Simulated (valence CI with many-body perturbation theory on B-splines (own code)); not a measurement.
## Which ion has this spectrum?

A relativistic CI+MBPT calculation for an atom or ion with 15 electrons gives these levels (cm⁻¹):

```
  J  Parity        E     g
3/2     odd        0  1.53
3/2     odd   176884  1.34
5/2     odd   222930  1.20
1/2     odd   282251  0.66
3/2     odd   459076  1.26
5/2    even   763040  1.53
3/2    even   846188  1.23
1/2    even   879238  2.43
3/2    even   928375  1.04
5/2    even   990335  1.16
3/2    even   997220  1.06
5/2    even  1032760  1.25
3/2    even  1055909  1.05
1/2    even  1065209  0.60
```

The energies are calculated, and their last digits are not significant.

(1) Which is it?
A. Rh30+
B. Pd31+
C. Tc28+
D. Mo27+

## Answers

(1) C. Tc28+, ground level (3s^2 3p1/2^2 3p3/2) J=3/2.
